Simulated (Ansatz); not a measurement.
Coupled-cluster run, `CO[SiH2][S]` radical.

```yaml
crystal:
  periodic: [false, false, false]
  atoms:
    - {symbol: C, position_ang: [-0.871218, 0.978900, 0.439865]}
    - {symbol: O, position_ang: [0.373685, 0.725124, -0.174851]}
    - {symbol: Si, position_ang: [0.914812, -0.769912, -0.548545]}
    - {symbol: S, position_ang: [1.055141, -2.119085, 1.075629]}
    - {symbol: H, position_ang: [-0.965242, 2.056244, 0.580530]}
    - {symbol: H, position_ang: [-0.937769, 0.487623, 1.415746]}
    - {symbol: H, position_ang: [-1.701731, 0.633492, -0.185939]}
    - {symbol: H, position_ang: [2.248186, -0.563003, -1.154499]}
    - {symbol: H, position_ang: [-0.027362, -1.475685, -1.465239]}
basis:
  gaussian: {orbitals: def2-SVP}
magnetization: {spin_polarized: true, initial_magnetization: 1}
correlation: {method: ccsd_t}
scf: {omitted_lower_state_checks: [cluster_reference]}
```

```sh
$ ansatz run in.yaml --threads 4 --pin off --events-out ev --progress --plain --max-ram 10444MiB
```

The program prints (abridged):

```
Functional definition: HF
856 factors; integrals over basis functions are off by at most 1.6e-3 eV
mean field evaluation 1: about -21816.3155 eV, gradient 2.1e1 eV
mean field evaluation 2: about -21816.3190 eV, gradient 2.1e1 eV
mean field evaluation 4: about -21818.9379 eV, gradient 2.8e0 eV
mean field evaluation 8: about -21819.0312 eV, gradient 1.5e-1 eV
mean field evaluation 16: about -21819.0351 eV, gradient 1.6e-6 eV
mean field -21819.03510231 eV, -801.8347505365 hartree, gradient 1.6e-6 eV, S^2 0.757906; 4 other end points of the search recorded, 0 dependent functions left out
12 core orbitals not correlated: weight in the atoms' cores, before any rotation towards them, 1.000 or more for the frozen orbitals, at most 0.000 for the correlated occupied ones
reference -21819.03510231 eV, -801.8347505365 hartree; 13, 12 occupied and 64, 65 virtual orbitals, 856 factors
second order -14.25164803 eV of doubles, -0.00000000 eV of singles
cycle   1  -15.14293704 eV  change   -8.9e-1 eV  update   9.1e-2
cycle   2  -15.57316814 eV  change   -4.3e-1 eV  update   2.7e-2
cycle   3  -15.67233585 eV  change   -9.9e-2 eV  update   1.4e-2
cycle   4  -15.67142391 eV  change    9.1e-4 eV  update   4.4e-3
cycle   5  -15.67006997 eV  change    1.4e-3 eV  update   2.3e-3
cycle   6  -15.67007800 eV  change   -8.0e-6 eV  update   1.1e-3
cycle   7  -15.66997849 eV  change    1.0e-4 eV  update   5.1e-4
cycle   8  -15.67004398 eV  change   -6.5e-5 eV  update   3.1e-4
cycle   9  -15.67012164 eV  change   -7.8e-5 eV  update   2.5e-4
cycle  10  -15.67005659 eV  change    6.5e-5 eV  update   2.3e-4
cycle  11  -15.67009820 eV  change   -4.2e-5 eV  update   2.2e-4
cycle  12  -15.67013224 eV  change   -3.4e-5 eV  update   2.0e-4
cycle  13  -15.67020870 eV  change   -7.6e-5 eV  update   1.4e-4
cycle  14  -15.67018824 eV  change    2.0e-5 eV  update   8.4e-5
cycle  15  -15.67014821 eV  change    4.0e-5 eV  update   4.4e-5
cycle  16  -15.67014809 eV  change    1.1e-7 eV  update   2.2e-5
perturbative correction -0.38550959 eV, -0.0141672163 hartree
Total energy: -21835.09075999 eV, -802.4247850736 hartree
Checks for a lower state left out: cluster_reference
```

It took 8 s on 4 threads of an Arm Neoverse V1 on a shared host, with 0.56 GiB of host memory at the peak.

MP2 recovers 88.8 % of the CCSD(T) correlation energy and the triples give 2.4 %; T1 = 0.0125.
